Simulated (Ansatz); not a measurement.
Reaction (isomerisation): `[OH][GeH2][SiH2][SiH3]` → `O[SiH]([SiH3])[GeH3]`

Program: Ansatz. Geometries: PBE0-D4/def2-TZVP. ΔE: electronic, gas phase. CCSD(T)/CBS adds triple-zeta CCSD(T) − MP2 to the extrapolated MP2 energy (def2 sets, frozen cores). Functionals use def2-TZVPP. B3LYP here is the variant with VWN-RPA as its local correlation; programs differ in this. For Ge outer-core shells are correlated without core-valence functions, which leaves a few kJ/mol of doubt a bond. Scalar relativity is left out up to krypton. One conformer a species, not always the lowest.

`[OH][GeH2][SiH2][SiH3]`:

Cartesian coordinates in Å:
```
O 0.278 1.232 -2.166
Ge -1.161 0.751 -1.215
Si -0.573 -1.060 0.231
Si 1.262 -0.409 1.525
H 1.001 1.534 -1.613
H -2.194 0.378 -2.289
H -1.665 1.966 -0.402
H -0.227 -2.255 -0.585
H -1.725 -1.399 1.113
H 0.867 0.715 2.418
H 2.349 0.071 0.628
H 1.788 -1.524 2.355
```

`O[SiH]([SiH3])[GeH3]`:

Z-matrix (Å, degrees):
```
Si
Si 1 2.338
Ge 1 2.389 2 110.7
O 1 1.658 2 107.0 3 122.2
H 1 1.495 2 109.5 3 -117.5
H 2 1.489 1 108.1 3 58.6
H 2 1.487 1 110.4 3 -60.2
H 2 1.487 1 111.6 3 178.3
H 3 1.542 1 110.8 2 173.4
H 3 1.539 1 110.4 2 -67.2
H 3 1.539 1 111.6 2 53.3
H 4 0.959 1 117.4 2 179.9
```

```json
{"level": "PBE-D4", "ΔE (kcal/mol)": "-12.3", "difference from CCSD(T)/CBS": "1.1"}
{"level": "r2SCAN-D4", "ΔE (kcal/mol)": "-13.2", "difference from CCSD(T)/CBS": "0.2"}
{"level": "B3LYP-D4", "ΔE (kcal/mol)": "-13.4", "difference from CCSD(T)/CBS": "0.0"}
{"level": "ωB97X-V", "ΔE (kcal/mol)": "-12.8", "difference from CCSD(T)/CBS": "0.6"}
{"level": "ωB97M-V", "ΔE (kcal/mol)": "-13.5", "difference from CCSD(T)/CBS": "-0.1"}
{"level": "B2PLYP", "ΔE (kcal/mol)": "-13.1", "difference from CCSD(T)/CBS": "0.3"}
{"level": "r2SCAN", "ΔE (kcal/mol)": "-13.2", "difference from CCSD(T)/CBS": "0.2"}
{"level": "PBE0", "ΔE (kcal/mol)": "-12.9", "difference from CCSD(T)/CBS": "0.5"}
{"level": "HF/def2-TZVPP", "ΔE (kcal/mol)": "-13.5", "difference from CCSD(T)/CBS": "-0.1"}
{"level": "SCS-MP2/def2-TZVPP", "ΔE (kcal/mol)": "-12.4", "difference from CCSD(T)/CBS": "1.0"}
{"level": "CCSD(T)/def2-TZVPP", "ΔE (kcal/mol)": "-12.5", "difference from CCSD(T)/CBS": "0.9"}
{"level": "HF/def2-QZVPP", "ΔE (kcal/mol)": "-13.6", "difference from CCSD(T)/CBS": "-0.2"}
{"level": "MP2/def2-QZVPP", "ΔE (kcal/mol)": "-13.3", "difference from CCSD(T)/CBS": "0.1"}
{"level": "SCS-MP2/def2-QZVPP", "ΔE (kcal/mol)": "-12.9", "difference from CCSD(T)/CBS": "0.5"}
{"level": "MP2/CBS(def2)", "ΔE (kcal/mol)": "-13.7", "difference from CCSD(T)/CBS": "-0.3"}
{"level": "CCSD/CBS(def2)", "ΔE (kcal/mol)": "-13.8", "difference from CCSD(T)/CBS": "-0.4"}
{"level": "CCSD(T)/CBS", "ΔE (kcal/mol)": "-13.4", "difference from CCSD(T)/CBS": "0"}
```

Largest T1 diagnostic among the species: 0.013.

In def2-TZVPP, CCSD(T) changes the Hartree–Fock value by +1.0 kcal/mol (the triples alone add +0.4 kcal/mol) and MP2 by +0.7 kcal/mol.
